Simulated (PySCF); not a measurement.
C6H9P.
Numbering: `[CH3:1][c:2]1[cH:3][cH:4][pH:5][c:6]1[CH3:7]` (hydrogens: H8, H9, H10 on C1; H11 on C3; H12 on C4; H13 on P5; H14, H15, H16 on C7)

Computed, not measured: core-valence-separated Tamm–Dancoff BHandHLYP/aug-pcX-1 (pcseg-1 on H, def2-SVPD on P) in PySCF, non-relativistic, gas phase, PBE0-D3(BJ)/def2-SVP geometry. BHandHLYP without relativity tends to put these K edges a few eV too low, so spacings mean more than positions.

Task: List the carbon K-edge absorption lines.

Result: 
```csv
E (eV),f,core hole on,main final orbital,polarisation
282.41,0.0528,C4,LUMO (79 %),normal to the local trigonal plane
282.64,0.0483,C6,LUMO (76 %),normal to the local trigonal plane
282.70,0.0549,C3,LUMO (71 %),normal to the local trigonal plane
283.02,0.0574,C2,LUMO (63 %),normal to the local trigonal plane
285.15,0.0022,C7,LUMO (87 %),–
285.28,0.0001,C1,LUMO (90 %),–
285.53,0.0066,C1,LUMO+1 (58 %),–
285.56,0.0063,C7,LUMO+1 (61 %),–
285.69,0.0128,C4,spread,in the local trigonal plane
285.73,0.0253,C6,LUMO+4 (32 %),in the local trigonal plane
285.93,0.0116,C2,LUMO (32 %),normal to the local trigonal plane
285.99,0.0085,C3 + C4,spread,–
286.02,0.0336,C3 + C4,LUMO+2 (36 %),–
286.12,0.0303,C1,LUMO+5 (38 %),–
286.15,0.0299,C7,LUMO+4 (37 %),–
286.31,0.0114,C3,spread,normal to the local trigonal plane
286.33,0.0281,C1,spread,–
286.51,0.0312,C7,spread,–
286.58,0.0033,C6,LUMO+1 (35 %),mixed
286.60,0.0009,C2,LUMO+1 (63 %),–
286.77,0.0086,C4,spread,mixed
286.85,0.0049,C6,spread,mixed
286.90,0.0023,C3,LUMO+1 (59 %),mixed
286.99,0.0020,C4,spread,in the local trigonal plane
287.06,0.0006,C7,LUMO+2 (30 %),–
287.07,0.0003,C6,spread,–
287.10,0.0016,C2,LUMO+2 (53 %),in the local trigonal plane
```

The first line with a tenth or more of the strongest one's intensity is at 282.41 eV (f = 0.053), with the hole on C4 (unsaturated ring CH carbon), polarised normal to the local trigonal plane: a 1s→π* resonance. The strongest listed is at 283.02 eV (f = 0.057; C2, 1s→π*).

Roots within 0.03 eV whose holes lie on the same, on equivalent or on shared atoms are summed into one line, and the highest roots are left out, as the search may have cut off their partners. Final orbitals are the ground state's empty Kohn–Sham orbitals. A dash: too weak, shared between unlike atoms, or no plane or axis to refer to.

Task: What is the summed oscillator strength of the listed C K lines, and their intensity-weighted mean energy?

Result: Σf = 0.476 over 27 lines from 282.41 to 287.10 eV; the weighted mean is 284.60 eV. The strongest line holds 12 % of the sum.

Only the lowest roots of each edge were sought.
